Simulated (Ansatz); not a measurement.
The first iterations of a band of FH$_{3}$InNO (7 atoms, charge 0, multiplicity 1).

All numbers below come from Ansatz 0.2.0, RKS B3LYP/def2-SVP.

```
movable images  : 5
climbing image  : yes
spring          : 0.5 eV/Å²
optimiser       : quadratic models (default)
start path      : IDPP
force threshold : 0.05 eV/Å
iteration limit : 60
end points      : relaxed
```

Image 0:

```xyz
7
Properties=species:S:1:pos:R:3
N -0.147 -0.672 -1.523
In -0.095 -0.003 0.397
O 0.252 1.859 1.033
F -0.667 -1.230 1.834
H 0.021 -1.676 -1.594
H 0.512 -0.195 -2.138
H 0.124 1.917 1.991
```

Image 6:

```xyz
7
Properties=species:S:1:pos:R:3
N -0.173 -0.587 -1.391
In -0.119 -0.123 0.599
O 0.152 1.619 1.539
F -0.641 -1.558 1.836
H -0.060 -1.589 -1.549
H 0.530 -0.101 -1.949
H 0.312 2.341 0.915
```

| iteration | highest image above the first end (eV) | largest band force component (eV/Å) |
| --- | --- | --- |
| 1 | 0.546 | 1.833 |
| 2 | 0.426 | 0.640 |

Question: Does the band converge within its limit, and where does its top end?

Answer: The run converged. It ended after 8 iterations with the highest image 0.124 eV above the first end. Another band between the same ends (5 images) ends at a top of the same energy, where a vibrational analysis finds 1 clearly imaginary mode.

The run took 66 s on 1 thread of AMD EPYC 9R45 96-Core Processor (Zen 5), on a shared host, peak memory 0.2 GiB.
